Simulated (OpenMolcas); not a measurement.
**Levels of O3+ by method**

```json
{
  "Program": "OpenMolcas 26.06",
  "Basis": "ANO-R2 [4s4p2d1f]",
  "Scalar Hamiltonian": "X2C, finite nucleus",
  "Active space": "3 electrons in 9 orbitals (RAS2 2s 2p; RAS3 3d, at most 2 electrons)",
  "State averaging": "2S+1 = 4 odd, 1 root; 2S+1 = 2 odd, 11 roots; 2S+1 = 4 even, 3 roots; 2S+1 = 2 even, 9 roots",
  "Spin-orbit coupling": "RASSI with atomic mean-field integrals over the reference wave functions, term energies averaged over their components"
}
```

Methods on the same reference wave functions:
A. RASSCF
B. SS-RASPT2, IPEA 0.25 Eh, imaginary shift 0.1 Eh (closed shells correlated: 1s)
C. MS-RASPT2, IPEA 0.25 Eh, imaginary shift 0.1 Eh (closed shells correlated: 1s)

Energies in cm⁻¹ above 2s² 2p ²P°_1/2, the measured ground level; measured values from Moore, Selected Tables of Atomic Spectra, NSRDS-NBS 3, section 10.

| Level | A | B | C | Measured |
| --- | --- | --- | --- | --- |
| 2s² 2p ²P°_1/2 | 0.0 | 0.0 | 0.0 | 0.0 |
| 2s² 2p ²P°_3/2 | 349 | 349 | 349 | 386 |
| 2s 2p² ⁴P_1/2 | 69462 | 70810 | 70820 | 71440 |
| 2s 2p² ⁴P_3/2 | 69587 | 70940 | 70940 | 71570 |
| 2s 2p² ⁴P_5/2 | 69793 | 71140 | 71150 | 71756 |
| 2s 2p² ²D_3/2 | 129274 | 127570 | 127570 | 126950 |
| 2s 2p² ²D_5/2 | 129276 | 127570 | 127570 | 126936 |
| 2s 2p² ²S_1/2 | 170417 | 165640 | 165640 | 164366 |
| 2s 2p² ²P_1/2 | 184320 | 181810 | 181820 | 180481 |
| 2s 2p² ²P_3/2 | 184564 | 182060 | 182060 | 180724 |
| 2p³ ⁴S°_3/2 | 231673 | 231230 | 231230 | 231538 |
| 2p³ ²D°_3/2 | 257996 | 255740 | 255750 | 255185 |
| 2p³ ²D°_5/2 | 258000 | 255750 | 255760 | 255156 |
| 2p³ ²P°_1/2 | 295626 | 290630 | 290640 | 289015 |
| 2p³ ²P°_3/2 | 295641 | 290640 | 290660 | 289024 |

Deviations, from unrounded energies. A percentage is the sum of absolute deviations over the sum of measured energies, with the sign that they share, or ± where signs differ.

| Against measurement | Levels | A | B | C |
| --- | --- | --- | --- | --- |
| mean absolute deviation (cm-1) | 14 | 3100 | 840 | 850 |
| fine structure of the ground term (%) | 1 | -9.7 | -9.7 | -9.5 |
| other configurations (%) | 13 | ±1.9 | ±0.5 | ±0.5 |

B, C lie about equally close to measurement and A furthest from it. The largest miss of B in the table is 2p³ ²P°_3/2, by +1600 cm-1. The ranking rests on the paired levels alone, and a cruder setting can come out closer through cancelling errors.

Between B and C the level of the table that moves most is 2p³ ²P°_1/2, by 14 cm-1 (lowest in B, highest in C). Moves below CASPT2's spread within the term are not significant.

The two smallest mean deviations differ by little beside CASPT2's spread within terms, so their order carries little weight.

The lowest spin-free term lies below A's lowest term by 0.022 hartree in B, 0.022 hartree in C.

CASPT2 does not keep the components of a term degenerate, so their means are used; among the terms shown or strongly mixed into the levels shown the widest spread is 11 cm-1 (2p³ ²D°, C). Active for correlation alone: 3d; no level in the range computed is led by a configuration that fills it, so any true level of that kind is missing. Computed and measured levels are paired by configuration, term and J; levels that our copy of the source lacks, or whose pairing is in doubt (as where it misses far off the trend of its configuration), stay unpaired and out of the deviations. Levels of configurations outside the active space are missing.

° marks odd parity.
